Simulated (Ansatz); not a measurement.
Geometry optimisation, RKS PBE-D4/STO-3G (Ansatz 0.2.0).

The input (input.yaml):

```yaml
crystal:
  periodic: [false, false, false]
  atoms:
    - { symbol: C, position_ang: [-0.8534, 1.874, 0.7309] }
    - { symbol: C, position_ang: [-1.2657, 0.6563, 0.4686] }
    - { symbol: "N", position_ang: [-0.3479, -0.3881, 0.1733] }
    - { symbol: Al, position_ang: [-0.9441, -2.081, -0.3828] }
    - { symbol: C, position_ang: [1.1412, -0.2124, 0.2154] }
    - { symbol: "N", position_ang: [1.5851, 0.5442, -0.9476] }
    - { symbol: H, position_ang: [-1.6346, 2.6653, 0.9245] }
    - { symbol: H, position_ang: [0.1698, 2.2528, 0.7118] }
    - { symbol: H, position_ang: [-2.3171, 0.4459, 0.5135] }
    - { symbol: H, position_ang: [-2.5947, -2.3071, -0.457] }
    - { symbol: H, position_ang: [-0.0305, -3.2803, -0.7326] }
    - { symbol: H, position_ang: [1.6783, -1.1804, 0.3001] }
    - { symbol: H, position_ang: [1.3716, 0.3778, 1.1372] }
    - { symbol: H, position_ang: [1.4025, -0.0673, -1.7656] }
    - { symbol: H, position_ang: [2.6175, 0.6496, -0.8605] }
basis:
  gaussian: { orbitals: STO-3G }
hamiltonian:
  xc: pbe
  dispersion: d4
relax:
  f_tol: 0.02
  max_steps: 50
```

Run as:

```bash
$ ansatz run input.yaml --threads 1 --pin off --max-ram 2048MiB --backend cpu --events-out ev --progress --plain --runs-dir out
```

Task: Where does it end, and by what steps?

Result: It converged. Limits of this set-up: minimal basis. After 10 steps the energy has fallen by 0.959 eV; H11 moved furthest, 0.17 Å.

```
step  energy less start (eV)  largest force component (eV/Å)  accepted
   0                  0.0000                           4.944       yes
   1                 -0.7993                           2.333       yes
   2                 -0.9159                           0.646       yes
   3                 -0.9339                           0.482       yes
   4                 -0.9567                           0.186       yes
   5                 -0.9583                           0.107       yes
   6                 -0.9590                           0.033       yes
   7                 -0.9592                           0.034       yes
   8                 -0.9594                           0.036       yes
   9                 -0.9594                           0.021       yes
  10                 -0.9595                           0.009       yes
```

```xyz
15
Properties=species:S:1:pos:R:3
C -0.858 1.895 0.709
C -1.224 0.617 0.449
N -0.375 -0.503 0.150
Al -1.035 -2.078 -0.343
C 1.093 -0.238 0.214
N 1.564 0.642 -0.963
H -1.620 2.648 0.947
H 0.185 2.231 0.657
H -2.296 0.336 0.470
H -2.536 -2.201 -0.372
H -0.005 -3.132 -0.663
H 1.609 -1.233 0.252
H 1.350 0.325 1.144
H 1.497 -0.025 -1.803
H 2.629 0.665 -0.819
```

Time of the run: 42 s on 1 thread of Arm Neoverse V1, with other jobs on the host, peak memory 0.13 GiB.
